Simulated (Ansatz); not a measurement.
A run for Ansatz (a program for electronic structure): U-CCSD(T)/def2-TZVPP on H2O2Sn (SMILES [OH][Sn][OH]), a point of a bond scan (R = 3.092 Å). Elements past Kr take the def2 small-core potentials; no spin–orbit coupling. The run froze 11 orbitals, filled d shells among them.

Ansatz 0.2 input:
```yaml
crystal:
  periodic: [false, false, false]
  atoms:
    - {symbol: Sn, position_ang: [-0.03454460, -0.00769178, 0.37357554]}
    - {symbol: O, position_ang: [0.55212536, 1.44457811, -0.84260022]}
    - {symbol: H, position_ang: [0.52183854, 0.58786365, -3.81313660]}
    - {symbol: O, position_ang: [-0.32443998, -1.27376152, -1.15356693]}
    - {symbol: H, position_ang: [-0.63691352, -2.15879840, -0.93854698]}
basis:
  gaussian:
    orbitals: def2-TZVPP
correlation: {method: ccsd_t, electrons: outside_noble_gas}
scf: {omitted_lower_state_checks: [cluster_reference]}
magnetization: {spin_polarized: true, initial_magnetization: 0}
```

Program output:

```
WARN ansatz: RAYON_NUM_THREADS=1 ignored (pool sized by the plan → 1); use --threads N
Functional definition: HF
these checks for a lower state are left out or cut short: cluster_reference
integrals: 0.46 GiB planned
1029 factors; integrals over basis functions are off by at most 1.5e-3 eV
mean field: 0.50 GiB planned
mean field evaluation 1: about -9893.0008 eV, gradient 5.0e1 eV
mean field evaluation 2: about -9893.0063 eV, gradient 5.0e1 eV
mean field evaluation 4: about -9901.4029 eV, gradient 2.3e1 eV
mean field evaluation 8: about -9905.5744 eV, gradient 5.1e-1 eV
mean field evaluation 16: about -9905.5850 eV, gradient 1.0e-1 eV
mean field evaluation 32: about -9911.0510 eV, gradient 3.5e-4 eV
mean field evaluation 64: about -9899.2429 eV, gradient 2.4e1 eV
mean field evaluation 96: about -9910.7590 eV, gradient 9.8e-1 eV
mean field evaluation 128: about -9911.0510 eV, gradient 9.9e-2 eV
mean field evaluation 160: about -9910.7336 eV, gradient 2.2e-3 eV
mean field evaluation 192: about -9905.4574 eV, gradient 5.2e0 eV
mean field evaluation 224: about -9905.5853 eV, gradient 8.3e-5 eV
mean field -9911.05099621 eV, -364.2244061590 hartree, gradient 4.3e-6 eV, S^2 1.009002; 19 other end points of the search recorded, 0 dependent functions left out
11 core orbitals not correlated
reference -9911.05099621 eV, -364.2244061590 hartree; 9, 9 occupied and 120, 120 virtual orbitals, 1029 factors
second order -14.07118603 eV of doubles, -0.00000000 eV of singles
coupled cluster: 1.19 GiB planned
cycle   1  -14.03953673 eV  change    3.2e-2 eV  update   1.1e-1
cycle   2  -14.39797717 eV  change   -3.6e-1 eV  update   4.0e-2
cycle   3  -14.52943847 eV  change   -1.3e-1 eV  update   2.5e-2
cycle   4  -14.52838380 eV  change    1.1e-3 eV  update   1.0e-2
cycle   5  -14.52535577 eV  change    3.0e-3 eV  update   7.3e-3
cycle   6  -14.53185559 eV  change   -6.5e-3 eV  update   5.0e-3
cycle   7  -14.53482545 eV  change   -3.0e-3 eV  update   3.8e-3
cycle   8  -14.53602180 eV  change   -1.2e-3 eV  update   2.8e-3
cycle   9  -14.53758529 eV  change   -1.6e-3 eV  update   2.3e-3
cycle  10  -14.53706201 eV  change    5.2e-4 eV  update   1.8e-3
cycle  11  -14.53816041 eV  change   -1.1e-3 eV  update   1.4e-3
cycle  12  -14.53942619 eV  change   -1.3e-3 eV  update   8.4e-4
cycle  13  -14.53950863 eV  change   -8.2e-5 eV  update   4.4e-4
cycle  14  -14.53982446 eV  change   -3.2e-4 eV  update   2.3e-4
cycle  15  -14.53980198 eV  change    2.2e-5 eV  update   1.1e-4
cycle  16  -14.53974877 eV  change    5.3e-5 eV  update   5.0e-5
cycle  17  -14.53975587 eV  change   -7.1e-6 eV  update   2.9e-5
cycle  18  -14.53975990 eV  change   -4.0e-6 eV  update   1.9e-5
coupled cluster: 1.19 GiB planned
perturbative correction -0.55711253 eV, -0.0204735077 hartree
Total energy: -9926.14786864 eV, -364.7792059878 hartree
Checks for a lower state left out: cluster_reference
```

The calculation finished and met its thresholds. Its determinant has ⟨S²⟩ = 1.01, a mixture of spin states.

Cost: about 80 core-seconds (a rough figure).
